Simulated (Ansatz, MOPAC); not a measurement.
Species: InI, charge 0, multiplicity 1. SMILES: [In][I]
Geometry from a B3LYP-D3(BJ)/def2-TZVP (Ansatz, a quantum-chemistry and plane-wave program) optimisation:
```
In
I 1 2.8039
```
Charge 0, spin multiplicity 1.

Wanted: vertical electron affinity to the doublet, in eV. Set-up: LANL2DZ with its own core potentials from Na on; UHF or UKS for open shells; def2 sets with scalar-relativistic core potentials past Kr; each state is the SCF solution reached for its charge and spin; no spin-orbit coupling. Ab initio and DFT rows: single points at B3LYP-D3(BJ) geometries (Ansatz). Semi-empirical rows: differences of heats of formation at the shared geometry for vertical values.

```
species             coefficient  E at B3LYP/LANL2DZ (Ansatz), Eh  E at B3LYP/def2-TZVPD (Ansatz), Eh  heat of formation at MNDO (MOPAC), kcal/mol
------------------  -----------  -------------------------------  ----------------------------------  -------------------------------------------
charge -1, doublet           -1                        -13.34776                          -488.11481                                        -2.08
charge 0, singlet            +1                        -13.33356                          -488.09611                                        18.45
```

 1 Eh = 27.2114 eV and 1 eV = 23.0605 kcal/mol.

Task: Work the quantity out at each level.

Result: 
- B3LYP/LANL2DZ: the sum of coefficient times E is 0.01420 Eh, or 0.386 eV. Result: 0.39 eV.
- B3LYP/def2-TZVPD: the sum of coefficient times E is 0.01870 Eh, or 0.509 eV. Result: 0.51 eV.
- MNDO: the sum of coefficient times heat of formation is 20.53 kcal/mol, or 0.89 eV.
